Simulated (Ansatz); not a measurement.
System: SnF3, net charge 1, singlet state. SMILES: [Sn+]([F])([F])[F]
Geometry: optimised at B3LYP-D3(BJ)/def2-TZVP (Ansatz, an electronic-structure program).

Wanted: vertical triplet-singlet gap, E(triplet) - E(singlet), in eV. Set-up: spin-orbit terms left out; dispersion terms only where a functional's name holds one; each state is the SCF solution reached for its charge and spin; def2 sets with scalar-relativistic core potentials past Kr; open shells spin-unrestricted; STO-3G and 3-21G all-electron and non-relativistic. First-principles rows: single points at B3LYP-D3(BJ) geometries (Ansatz). The spin state of an ion or metal species was assumed, not searched. Levels can end on unlike triplets.

| species | coefficient | E at B3LYP/STO-3G (Ansatz), Eh | E at wB97X-V/def2-TZVPD (Ansatz), Eh |
|---|---|---|---|
| charge 1, triplet | +1 | -6260.09702 | -513.34060 |
| charge 1, singlet | -1 | -6260.26292 | -513.54585 |

 1 Eh = 27.2114 eV.

**Question.** Compute it at each level from the table.

**Answer.** 
- B3LYP/STO-3G: the sum of coefficient times E is 0.16590 Eh, or 4.514 eV. Result: 4.51 eV.
- wB97X-V/def2-TZVPD: the sum of coefficient times E is 0.20525 Eh, or 5.585 eV. Result: 5.59 eV.
